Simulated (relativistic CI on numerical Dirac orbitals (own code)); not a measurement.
Ions with 9 electrons, F to Ni19+

Method of calculation: Dirac-Coulomb-Breit CI, orbitals from a KLI potential per configuration, model QED (radiative potential, 1s self-energy scaled to tabulated hydrogen-like ionisation energies), unscaled Slater integrals (own radial code, finite nucleus).

Configurations in the expansion (outside the closed core 1s2): 2s2 2p5, 2s 2p6, 2s2 2p4 3s, 2p6 3s, 2s2 2p4 3p, 2p6 3p, 2p6 3d. Levels of other configurations are missing.

Energies above each ion's lowest level, in eV. Levels are followed by their leading LS label, which can pass from one level to another where the coupling changes.

```tsv
Ion	2s2 2p5 2P°_3/2	2s2 2p5 2P°_1/2	2s2 2p4 3s 4P_5/2	2s2 2p4 3s 4P_3/2	2s2 2p4 3s 4P_1/2	2s2 2p4 3s 2P_1/2	2s2 2p4 3p 4P°_5/2
F	0	0.048716	11.213	11.247	11.267	11.575	12.792
Ne+	0	0.094933	25.886	25.949	25.986	26.638	29.191
Mg3+	0	0.27358	66.322	66.497	66.598	67.861	72.932
Al4+	0	0.42357	92.188	92.455	92.608	94.153	100.43
Si5+	0	0.62758	121.83	122.22	122.44	124.26	131.7
P6+	0	0.89722	155.25	155.79	156.11	158.19	166.76
S7+	0	1.2453	192.44	193.18	193.62	195.96	205.61
Cl8+	0	1.6857	233.4	234.38	234.98	237.57	248.25
Ar9+	0	2.2335	278.13	279.38	280.2	283.03	294.68
K10+	0	2.9052	326.62	328.17	329.27	332.34	344.89
Ca11+	0	3.7182	378.87	380.74	382.21	385.52	398.89
Sc12+	0	4.6913	434.86	437.05	439.01	442.56	456.67
Ti13+	0	5.8447	494.6	497.09	499.66	503.46	518.22
V14+	0	7.1995	558.06	560.84	564.16	568.24	583.53
Cr15+	0	8.7784	625.25	633.84	632.49	636.91	652.59
Mn16+	0	10.605	696.16	706.34	704.62	709.5	725.39
Fe17+	0	12.706	770.77	782.82	780.5	786.03	801.92
Co18+	0	15.106	849.08	863.31	860.09	866.55	882.16
Ni19+	0	17.835	931.07	947.83	943.36	951.09	966.09
```

The lowest level keeps the configuration 2s2 2p5 and J = 3/2 throughout.

Between Z = 25 and 28 the energy of 2s2 2p5 2P°_1/2 follows a local power law Z^4.6. For orientation: electrostatic splittings inside a shell grow about linearly with the screened charge, excitations that change n as its square, and fine structure as its fourth power; written in Z itself the exponents are larger, since the screened charge grows faster in proportion.

The members near neutrality are the least accurate: they can be off by several eV, miss lower levels of configurations outside the list, or start from a wrong lowest level.
